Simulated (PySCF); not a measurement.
C2H8FNSi2, SMILES N(/[C@@H]([SiH3])F)=C/[SiH3].

Geometry: B3LYP-D3(BJ)/def2-SVP. The structure was generated by enumeration; whether it is a known compound was not checked. The values are those of a single conformer.

Calculation: TDA-PBE/def2-SVPD in PySCF.

Vertical excitations. 

Computed UV-visible absorptions:
```json
[
 {"state": "S1", "energy (eV)": "4.17", "λ (nm)": "297", "f": "0.000", "main pairs": "HOMO→LUMO 99 %"},
 {"state": "S2", "energy (eV)": "5.42", "λ (nm)": "229", "f": "0.205", "main pairs": "HOMO−1→LUMO 81 %"},
 {"state": "S3", "energy (eV)": "5.66", "λ (nm)": "219", "f": "0.001", "main pairs": "HOMO→LUMO+1 98 %"},
 {"state": "S4", "energy (eV)": "5.73", "λ (nm)": "216", "f": "0.012", "main pairs": "HOMO−2→LUMO 94 %"},
 {"state": "S5", "energy (eV)": "6.15", "λ (nm)": "202", "f": "0.076", "main pairs": "HOMO→LUMO+2 94 %"},
 {"state": "S6", "energy (eV)": "6.30", "λ (nm)": "197", "f": "0.006", "main pairs": "HOMO→LUMO+3 62 %, HOMO−3→LUMO 26 %"},
 {"state": "S7", "energy (eV)": "6.32", "λ (nm)": "196", "f": "0.013", "main pairs": "HOMO−3→LUMO 41 %, HOMO→LUMO+3 34 %, HOMO−5→LUMO 12 %"},
 {"state": "S8", "energy (eV)": "6.35", "λ (nm)": "195", "f": "0.005", "main pairs": "HOMO−5→LUMO 65 %, HOMO−4→LUMO 29 %"},
 {"state": "S9", "energy (eV)": "6.47", "λ (nm)": "192", "f": "0.048", "main pairs": "HOMO−4→LUMO 38 %, HOMO→LUMO+4 24 %, HOMO−5→LUMO 18 %, HOMO−3→LUMO 13 %"},
 {"state": "S10", "energy (eV)": "6.53", "λ (nm)": "190", "f": "0.011", "main pairs": "HOMO−1→LUMO+1 96 %"},
 {"state": "T1", "energy (eV)": "3.44", "λ (nm)": "360", "f": "0", "main pairs": "HOMO→LUMO 100 %"},
 {"state": "T2", "energy (eV)": "4.09", "λ (nm)": "303", "f": "0", "main pairs": "HOMO−1→LUMO 95 %"},
 {"state": "T3", "energy (eV)": "5.53", "λ (nm)": "224", "f": "0", "main pairs": "HOMO−2→LUMO 99 %"},
 {"state": "T4", "energy (eV)": "5.56", "λ (nm)": "223", "f": "0", "main pairs": "HOMO→LUMO+1 98 %"}
]
```
Triplets are in the Tamm–Dancoff approximation.
